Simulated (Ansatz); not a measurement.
Abridged output of a molecular run in Ansatz:

```
Functional definition: HF
1089 factors; integrals over basis functions are off by at most 8.5e-4 eV
mean field evaluation 1: about -22124.3362 eV, gradient 7.2e1 eV
mean field evaluation 2: about -22124.5345 eV, gradient 7.2e1 eV
mean field evaluation 4: about -22134.2860 eV, gradient 1.1e1 eV
mean field evaluation 8: about -22134.6140 eV, gradient 9.3e-1 eV
mean field evaluation 16: about -22134.6182 eV, gradient 2.8e-6 eV
mean field -22134.61815332 eV, -813.4322137516 hartree, gradient 2.9e-6 eV, S^2 0.000000; 0 other end points of the search recorded, 0 dependent functions left out
9 core orbitals not correlated: weight in the atoms' cores, before any rotation towards them, 1.000 or more for the frozen orbitals, at most 0.000 for the correlated occupied ones
reference -22134.61815332 eV, -813.4322137516 hartree; 24, 24 occupied and 83, 83 virtual orbitals, 1089 factors
second order -34.52018935 eV of doubles, -0.00000000 eV of singles
cycle   1  -31.88506502 eV  change     2.6e0 eV  update   2.7e-1
cycle   2  -33.29444666 eV  change    -1.4e0 eV  update   1.6e-1
cycle   3  -33.59766159 eV  change   -3.0e-1 eV  update   3.8e-2
cycle   4  -33.61409709 eV  change   -1.6e-2 eV  update   1.6e-2
cycle   5  -33.59496891 eV  change    1.9e-2 eV  update   5.1e-3
cycle   6  -33.59330620 eV  change    1.7e-3 eV  update   2.5e-3
cycle   7  -33.59428932 eV  change   -9.8e-4 eV  update   1.1e-3
cycle   8  -33.59378678 eV  change    5.0e-4 eV  update   5.0e-4
cycle   9  -33.59386623 eV  change   -7.9e-5 eV  update   2.3e-4
cycle  10  -33.59425952 eV  change   -3.9e-4 eV  update   1.1e-4
cycle  11  -33.59410202 eV  change    1.6e-4 eV  update   5.9e-5
cycle  12  -33.59400168 eV  change    1.0e-4 eV  update   2.9e-5
cycle  13  -33.59405771 eV  change   -5.6e-5 eV  update   1.4e-5
perturbative correction -1.35991573 eV, -0.0499759813 hartree
Total energy: -22169.57212677 eV, -814.7167485830 hartree
```

Its atoms:

Cartesian coordinates in Å:
```
O 0.638 0.488 -1.305
W -0.293 -0.255 0.168
O 1.260 0.034 1.152
F -1.793 0.305 -0.812
F -1.336 0.226 1.635
S -0.346 -2.353 -0.031
H 0.124 0.703 -2.090
H 1.746 0.852 1.283
```

**Question.** Which basis set was used?
A. def2-SVP
B. def2-SVPD
C. def2-TZVPP
D. cc-pV(T+d)Z

**Answer.** A. It gives 116 functions.

**Question.** Write the keys of the input that set method, charge and spin (a neutral closed shell needs none for the last two).

**Answer.** 
```yaml
correlation: {method: ccsd_t}
```
